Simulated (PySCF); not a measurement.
C2HO (SMILES [CH-]=C=O), charge -1, singlet, geometry from GFN2-xTB (in this run its highest filled SCF level lies above zero, so its values depend strongly on the basis, on diffuse functions most of all). Base run: B3LYP/pcseg-1 run with PySCF.

The PySCF input:
```python
from pyscf import gto, scf, dft

mol = gto.M(
    atom='''
C     0.017882   -0.126888   -1.227557
C     0.012039   -0.079027   -0.004614
H     0.100932   -0.678824   -2.129085
O    -0.035057    0.239289    1.190263
''',
    basis='pcseg-1',
    charge=-1,
    spin=0,
    verbose=4,
)

mf = dft.RKS(mol)
mf.xc = 'b3lyp'
mf.kernel()
mo_i, mo_e, stable_i, stable_e = mf.stability(internal=True, external=True, return_status=True, nroots=6, tol=1e-6)
print('internally stable:', stable_i, ' externally stable:', stable_e)
if not stable_e:
    umf = mf.to_uhf() if not hasattr(mf, 'xc') else mf.to_uks()
    umf.scf_summary = {}
    umf.kernel(umf.make_rdm1(mo_e, umf.mo_occ))
mf.analyze()
```

The bond that is stretched is that between atoms 4 and 2. A test that says stable can miss a lower solution.

The base run was repeated with changes; each row names its change, and settings that it needs were set with it.

```tsv
change	ΔE vs base (mEh)	<S^2>	HOMO-LUMO gap (eV)	stability test says	outcome
base	0.000	0.000	6.37	stable	converged
bond × 1.25	63.442	0.000	6.17	stable	converged
bond × 1.5	142.7	0.000	4.93	stable	converged
bond × 1.8	204.9	0.000	3.31	external instability	converged
bond × 2.2	-	-	-	-	not converged
bond × 3.0	-	-	-	-	not converged
```

Where a bond breaks into two radicals, a solution with restricted orbitals usually stops being the lowest and lies too high; an unrestricted one lies lower at the price of spin contamination, which <S^2> shows.
